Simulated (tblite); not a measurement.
Compound: C6H11FSSi.
Structure used (GFN2-xTB), in Å, numbered top down from 1:
```xyz
20
C6H11FSSi angstrom
C      2.875   -1.997   -1.096
C      2.162   -1.556   -0.234
Si     1.043   -0.842    1.047
F      0.343   -2.058    1.848
C     -0.363    0.142    0.185
C     -1.259    0.790    1.244
C     -1.205   -0.801   -0.679
C      0.279    1.209   -0.699
S     -0.894    2.265   -1.631
H      3.500   -2.393   -1.844
H      1.754   -0.085    2.066
H     -0.711    1.539    1.817
H     -2.120    1.270    0.779
H     -1.633    0.038    1.936
H     -0.588   -1.306   -1.420
H     -1.689   -1.555   -0.062
H     -1.977   -0.240   -1.204
H      0.884    0.741   -1.477
H      0.916    1.879   -0.121
H     -1.322    2.971   -0.586
```

Method: GFN2-xTB as coded in tblite; computed harmonic values from a numerical Hessian at the method's own geometry, unscaled. Errors from tens to a few hundred cm⁻¹ against measured bands are possible. Modes of hydrogen on silicon and sulfur can be 10 to 20 % off. One conformer, not necessarily the lowest.

Harmonic wavenumbers (cm⁻¹): 33.1, 62.4, 89.2, 126.1, 134.8, 185.9, 207.4, 220.9, 233.1, 243.7, 277.4, 293.6, 304.2, 357.4, 388.7, 413.3, 610.1, 631.7, 661.6, 685.1, 688.2, 704.8, 724.0, 771.1, 819.3, 886.1, 921.8, 973.1, 994.8, 1025.1, 1118.0, 1172.2, 1217.8, 1249.2, 1273.6, 1411.1, 1424.9, 1450.5, 1493.9, 1498.7, 1507.7, 1514.2, 2211.9, 2321.0, 2436.5, 2975.0, 2997.0, 3002.8, 3008.0, 3012.6, 3022.5, 3031.8, 3039.8, 3357.7.

A = 1683, B = 728.6, C = 588.2 MHz; mass 162.033 u (most abundant isotopes); point group C1, symmetry number 1.

Question: What is the zero-point energy?

Answer: Half the sum of the wavenumbers: 32708 cm⁻¹ = 93.52 kcal/mol.

Question: Entropy at 298.15 K, 1 bar (ideal gas, RRHO, classical rotation)?

Answer: Translation 41.18, rotation 30.48, vibration 40.64: S = 112.3 cal/(mol K).

Question: And Cp and H(298.15 K) − H(0)?

Answer: Cp = 47.59 cal/(mol K), of which vibrations give 39.64 (their classical limit is 54 R = 107.3); H(298.15 K) − H(0) = 8.71 kcal/mol without the zero-point energy, 6.34 from vibrations.

Question: Which modes carry the vibrational entropy at 298.15 K?

Answer: 33.1 cm⁻¹: 5.63; 62.4 cm⁻¹: 4.38; 89.2 cm⁻¹: 3.68; 126.1 cm⁻¹: 3.00; 134.8 cm⁻¹: 2.88; 185.9 cm⁻¹: 2.27 cal/(mol K); the other 48 give 18.80 together.

Question: Blend soft modes into free rotors: weight 1/[1 + (100 cm⁻¹/ν̃)⁴] for the oscillator and the rest for a rotor with moment μB/(μ + B), μ = h/(8π²ν), B = 10⁻⁴⁴ kg m². What vibrational entropy results?

Answer: 37.48 cal/(mol K) in place of 40.64, which changes −T·S at 298.15 K by +0.94 kcal/mol.

Hindered rotation and anharmonicity are outside this model. Other conformers, if any are populated, would add a mixing term that is left out. The structure is chiral; the term R ln 2 for an equal mix with its mirror image is left out.

The run took 1.7 s wall on one thread of an Arm Neoverse N1 (shared host). This covers the Hessian and the dipole derivatives.
